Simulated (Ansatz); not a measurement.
H3BNO, SMILES `N[B-]O` (excited triplet; N–B–O–H torsion 0°) (charge -1, multiplicity 3). This triplet is an excited state, 0.75 eV above the relaxed singlet at the level frozen-core CCSD(T)/aug-cc-pVTZ // B3LYP-D3(BJ)/def2-TZVPD (Ansatz, a quantum-chemistry and plane-wave program).

Calculation: frozen-core CCSD(T)/aug-cc-pVTZ // B3LYP-D3(BJ)/def2-TZVPD run with Ansatz.

Ansatz 0.2 input:
```yaml
crystal:
  periodic: [false, false, false]
  atoms:
    - { symbol: N, position_ang: [-0.869938, 0.059697, -0.178954] }
    - { symbol: B, position_ang: [0.426166, 0.416477, -0.555876] }
    - { symbol: O, position_ang: [1.626302, 0.119564, 0.00245] }
    - { symbol: H, position_ang: [-1.694035, 0.353451, -0.692708] }
    - { symbol: H, position_ang: [-1.081965, -0.513055, 0.626301] }
    - { symbol: H, position_ang: [1.593471, -0.436135, 0.798787] }
basis:
  gaussian: { orbitals: aug-cc-pVTZ }
correlation:
  method: ccsd_t
total_charge: -1
magnetization:
  spin_polarized: true
  initial_magnetization: 2
```

Output:

```
Functional definition: HF
1195 factors; integrals over basis functions are off by at most 9.3e-4 eV
mean field evaluation 1: about -4236.8982 eV, gradient 1.8e1 eV
mean field evaluation 2: about -4236.9023 eV, gradient 1.8e1 eV
mean field evaluation 4: about -4239.7943 eV, gradient 2.9e0 eV
mean field evaluation 8: about -4240.0044 eV, gradient 2.9e-1 eV
mean field evaluation 16: about -4240.0256 eV, gradient 1.6e-4 eV
mean field evaluation 32: about -4239.9949 eV, gradient 2.8e-1 eV
mean field evaluation 64: about -4240.0228 eV, gradient 2.3e-1 eV
mean field evaluation 96: about -4239.6255 eV, gradient 2.9e0 eV
mean field evaluation 128: about -4239.2868 eV, gradient 7.2e-2 eV
mean field evaluation 160: about -4238.9432 eV, gradient 5.3e-1 eV
mean field evaluation 192: about -4238.7041 eV, gradient 1.5e-1 eV
mean field evaluation 224: about -4240.0256 eV, gradient 1.6e-3 eV
mean field evaluation 256: about -4239.2870 eV, gradient 1.8e-2 eV
mean field evaluation 288: about -4238.7063 eV, gradient 2.3e-1 eV
a density is far from that of the atoms, so the factors are made again for it
1220 factors; integrals over basis functions are off by at most 9.3e-4 eV
mean field evaluation 320: about -4240.0256 eV, gradient 1.5e-4 eV
mean field evaluation 352: about -4240.0256 eV, gradient 1.8e-3 eV
mean field evaluation 384: about -4239.7548 eV, gradient 9.0e-1 eV
mean field evaluation 416: about -4239.6027 eV, gradient 3.0e-1 eV
mean field evaluation 448: about -4239.3783 eV, gradient 4.2e-1 eV
mean field evaluation 480: about -4238.8388 eV, gradient 8.3e-1 eV
mean field evaluation 512: about -4239.6628 eV, gradient 2.9e0 eV
mean field evaluation 544: about -4240.0256 eV, gradient 1.6e-2 eV
mean field evaluation 576: about -4239.2388 eV, gradient 2.7e0 eV
mean field -4240.02557103 eV, -155.8180657428 hartree, gradient 3.4e-6 eV, S^2 2.003906; 19 other end points of the search recorded, 0 dependent functions left out
determinant -4240.02557103 eV, -155.8180657428 hartree, with singles and doubles -4255.35320715 eV, -156.3813459809 hartree
determinant -4239.60382495 eV, -155.8025668604 hartree, with singles and doubles -4254.92613714 eV, -156.3656514475 hartree
determinant -4239.34328646 eV, -155.7929922475 hartree, with singles and doubles -4254.55154341 eV, -156.3518853817 hartree
determinant -4239.28694507 eV, -155.7909217394 hartree, with singles and doubles -4254.46177914 eV, -156.3485866055 hartree
determinant -4238.91477524 eV, -155.7772447504 hartree, with singles and doubles -4254.08315393 eV, -156.3346723857 hartree
determinant -4238.70398331 eV, -155.7694982900 hartree, with singles and doubles -4253.85816350 eV, -156.3264041400 hartree
determinant -4238.09985902 eV, -155.7472971316 hartree, with singles and doubles -4253.36278841 eV, -156.3081994413 hartree
determinant -4240.02557103 eV, -155.8180657428 hartree, with singles and doubles -4255.25724702 eV, -156.3778195112 hartree
determinant -4239.60382495 eV, -155.8025668604 hartree, with singles and doubles -4254.83046332 eV, -156.3621354994 hartree
determinant -4240.02557103 eV, -155.8180657428 hartree, with singles and doubles -4255.25844511 eV, -156.3778635401 hartree
determinant -4239.60382495 eV, -155.8025668604 hartree, with singles and doubles -4254.83450475 eV, -156.3622840191 hartree
3 core orbitals not correlated
reference -4240.02557103 eV, -155.8180657428 hartree; 10, 8 occupied and 194, 196 virtual orbitals, 1220 factors
second order -14.84497945 eV of doubles, -0.00000000 eV of singles
cycle   1  -15.23286780 eV  change    6.3e-6 eV  update   3.2e-6
perturbative correction -0.61473484 eV, -0.0225910887 hartree
Total energy: -4255.87317367 eV, -156.4004543981 hartree
```
